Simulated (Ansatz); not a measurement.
`[SiH3][AlH][S][SiH3]` + `SS` → `[SiH3]SS` + `[AlH2][S][SiH3]` at 400 K and 1 bar (cleavage of the Si–Al bond).

Computed with Ansatz on PBE0-D4/def2-TZVP structures; ΔE is electronic, products minus reactants. CCSD(T)/CBS adds triple-zeta CCSD(T) − MP2 to the extrapolated MP2 energy (def2 sets, frozen cores). This one scheme is used for every species. One conformer a species, not always the lowest.

| species | CCSD(T)/CBS energy (Eh) | H − E (kJ/mol) | S (J/(mol·K)) |
| --- | --- | --- | --- |
| `[SiH3][AlH][S][SiH3]` | -1222.20542 | 195.2 | 432.2 |
| `SS` | -796.74576 | 65.3 | 266.1 |
| `[SiH3]SS` | -1087.04745 | 121.1 | 340.4 |
| `[AlH2][S][SiH3]` | -931.92152 | 136.5 | 361.1 |

H − E and S are ideal-gas, rigid-rotor, harmonic terms from PBE0-D4/def2-TZVP, for one conformer and one mirror image of each species. 1 Eh = 2625.50 kJ/mol, R = 8.31446 J/(mol·K).

Q: By hand: ΔE, ΔH, ΔS and ΔG.

A: ΔE = (-1087.04745) + (-931.92152) − (-1222.20542) − (-796.74576) = -0.01779 Eh = -46.7 kJ/mol. Δ(H − E) = 121.1 + 136.5 − 195.2 − 65.3 = -2.9, so ΔH = -49.6 kJ/mol. ΔS = 340.4 + 361.1 − 432.2 − 266.1 = 3.2 J/(mol·K). ΔG = -49.6 − 400 × (3.2)/1000 = -50.9 kJ/mol.

Q: By hand: the equilibrium constant, and the temperature at which ΔG would vanish if ΔH and ΔS stayed fixed.

A: log₁₀ K = −ΔG/(RT ln 10) = 6.6. ΔH and −TΔS have one sign here, so there is no such temperature. One of them is within its doubt of zero, so this could turn.

The number of gas molecules stays the same, so ΔS is small and ΔH decides. A doubt of 5 kJ/mol in ΔE shifts log₁₀ K by 0.7 here. Other conformers and mirror images would add mixing entropy, several J/(mol·K) or more a flexible species. These are equilibria of isolated gas molecules and say nothing of rates. Largest T1 diagnostic: 0.013 (customary marks: 0.02 for closed shells, 0.045 for open ones).
